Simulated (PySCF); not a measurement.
Gas-phase reaction: HI + 2 OH = HOI + H2O

Method: PySCF energies (xtb for GFN2) plus ideal-gas RRHO corrections (1 bar). † marks an energy on the PBE0/def2-TZVP geometry and frequencies; other levels use their own. MP2 and CCSD(T) freeze the core. Open shells (unrestricted): OH (multiplicity 2, electronic degeneracy 4); the rest are closed-shell singlets. GFN2 has no spin-polarisation term. Spin-orbit splitting is ignored; it lowers the true energy and changes the entropy of OH. I: scalar-relativistic def2 core potential, no spin-orbit coupling. MP2 isn't extrapolated to the basis-set limit; its ΔH°(298 K) is -365.8 kJ in def2-SVP and -420.8 kJ in def2-TZVPP. CCSD(T) isn't extrapolated to the basis-set limit; its ΔH°(298 K) is -325.3 kJ in def2-SVP and -374.6 kJ in def2-TZVPP. The harmonic model lacks anharmonicity and excited electronic states, which grow with temperature; levels with a mode under 35 cm⁻¹ are left out.

ΔH° and ΔS° at 298 K: BLYP/def2-TZVP† -389 kJ, -131 J/K; CCSD(T)/def2-SVP† -325 kJ, -131 J/K; GFN2-xTB -604 kJ, -130 J/K; MP2/def2-TZVPP† -421 kJ, -131 J/K; PBE/def2-TZVP† -413 kJ, -131 J/K; LDA/def2-TZVP† -515 kJ, -131 J/K.

With the heat capacities included, give log10 K (1 bar) at 500, 1200, 1400, 1600, 2000 K from BLYP/def2-TZVP†, CCSD(T)/def2-SVP†, GFN2-xTB, MP2/def2-TZVPP†, PBE/def2-TZVP†, LDA/def2-TZVP†.


```csv
T (K),BLYP/def2-TZVP†,CCSD(T)/def2-SVP†,GFN2-xTB,MP2/def2-TZVPP†,PBE/def2-TZVP†,LDA/def2-TZVP†
500,33.7,27.0,56.3,37.0,36.2,46.9
1200,9.7,7.0,19.2,11.1,10.8,15.2
1400,7.3,4.9,15.4,8.5,8.2,12.0
1600,5.4,3.4,12.6,6.5,6.2,9.6
2000,2.9,1.2,8.6,3.7,3.5,6.2
```
